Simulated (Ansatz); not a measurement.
Consider the redistribution: `C[Te][AsH]O` + `O[SiH2][SiH3]` → `C[Te][SiH2][SiH3]` + `O[AsH]O`.

Computed with Ansatz on PBE0-D4/def2-TZVP structures; ΔE is electronic, products minus reactants. CCSD(T)/CBS adds triple-zeta CCSD(T) − MP2 to the extrapolated MP2 energy (def2 sets, frozen cores). DFT in def2-TZVPP. def2 core potentials past Kr. For As, Te outer-core shells are correlated without core-valence functions, which leaves a few kJ/mol of doubt a bond. Scalar relativity is left out up to krypton. Each species was taken in one conformer, which may not be the lowest.

```tsv
level	ΔE (kJ/mol)
r2SCAN-D4	71.3
ωB97M-V	68.2
MP2/def2-TZVPP	65.6
CCSD/CBS(def2)	70.3
```

Question: What does CCSD(T)/CBS give? (Best estimate.)

Answer: The calculation gave: +68.5 kJ/mol. The listed levels differ from it by 2.8, -0.3, -2.9, 1.8 kJ/mol.

Largest T1 diagnostic among the species: 0.013.

In def2-TZVPP, CCSD(T) changes the Hartree–Fock value by −13.1 kJ/mol (the triples alone add −1.8 kJ/mol) and MP2 by −12.8 kJ/mol.
